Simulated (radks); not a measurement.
The numbers below are computed, except where a source is named.
Tb V, configuration [Xe] 4f7 (the NIST ground configuration). Code: a radial shooting solver on a logarithmic mesh with Libxc functionals. Model: scalar-relativistic Kohn-Sham, exchange-only PBE, spin-polarised, spherical densities, point nucleus; open shells are filled with parallel spins first (spin-orbit coupling, left out, can overturn this in heavy ions). Some entries of the table are withheld. Estimate them.

orbital,occ.,eigenvalue (hartree),<r> (bohr)
1s up,1,-1907.817,0.02150
1s down,1,-1907.817,0.02150
2s up,1,-317.8467,0.09150
2s down,1,-317.8444,0.09150
2p up,3,-282.6236,0.08089
2p down,3,-282.6221,0.08089
3s up,1,-72.07530,0.2395
3s down,1,-71.96185,0.2393
3p up,3,-61.21625,0.2383
3p down,3,-61.10317,0.2380
3d up,5,-47.05987,0.2167
3d down,5,-46.97340,0.2164
4s up,1,-15.91457,0.5401
4s down,1,-15.65301,0.5402
4p up,3,-12.32768,0.5714
4p down,3,-12.06880,0.5717
4d up,5,-7.40450,0.6180
4d down,5,-7.14910,0.6194
5s up,1,-3.42383,1.262
5s down,1,-3.29617,1.284
5p up,3,-2.49803,1.441
5p down,3,-2.40382,1.472
4f up,7,-2.03015,0.7735
4f down,0,-1.79628,0.8021
5d up,0,-1.36342,1.937
5d down,0,-1.31885,1.995
6s up,0,(1),2.818
6s down,0,(2),2.860

Answer. 
(1) 6s up eigenvalue (hartree): -1.18788
(2) 6s down eigenvalue (hartree): -1.16681
